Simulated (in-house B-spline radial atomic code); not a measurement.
## RPA and G0W0 on HSE06: the titanium ion Ti⁷⁺

Configuration [Ne] 3s2 3p3, highest spin, mean-field start HSE06. Computed with an all-electron radial atomic-structure program (B-spline basis): all electrons, scalar-relativistic (spin-free one-electron X2C), finite nucleus, each spin shell either full or empty, empty states to l = 9 with an (l + 1/2)⁻⁴ tail; G0W0 by contour deformation at full frequency.

Command:
```bash
python run_gw.py task.json out
```
Settings (radii: box in bohr, nucleus in fm):
```
Z                        22
electrons                15
configuration            [Ne] 3s2 3p3
hamiltonian              x2c
method                   hse06
lmax                     9
rms_radius               3.5921
spin_polarised           True
box_radius               8.41
intervals                67
```

Run time, properties included: 1.8 s on 1 thread of Arm Neoverse V2, with other jobs on the host.

Energies (hartree):

```csv
term,value
mean-field total,-836.97126
Hartree-Fock functional on these orbitals,-836.49207
direct second order,-1.0765
second-order exchange,0.39158
SOSEX correction,0.35896
```

(1) What is the RPA correlation energy, and what remains with SOSEX?

Quasi-particle levels (eV):

| level | occupied | mean field | Σx - vxc | Σc | QP weight | G0W0 |
| --- | --- | --- | --- | --- | --- | --- |
| 3p up | yes | -160.33 | -8.68 | ? | ? | ? |
| 3s down | yes | -178.26 | -5.57 | -3.34 | 0.964 | -187.17 |
| 2p down | yes | -591.36 | -29.47 | 6.89 | 0.945 | -613.93 |
| 3p down | no | -148.46 | 10.75 | -3.48 | 0.960 | -141.20 |

G0W0 = mean field + (Σx - vxc) + Σc, with Σc (partial-wave tail included) taken at the quasi-particle energy. Only the outer levels were computed. Levels of low weight are left out.

(2) Where does G0W0 put 3p up?

Results:

(1) RPA gives -0.96 hartree (-1.74 eV per electron); RPA + SOSEX gives -0.60104, and the second-order doubles -0.68497 hartree (no singles). RPA lacks exchange-type terms and so overcorrelates at short range.

(2) At -169.32 eV, with Σc = -0.31 eV and a quasi-particle weight of 0.961. The tabulated removal energy is 170.5 ± 0.4 eV (NIST, semi-empirical); the calculation leaves out spin-orbit coupling, Breit and QED terms, and what these don't explain is the method's own error.
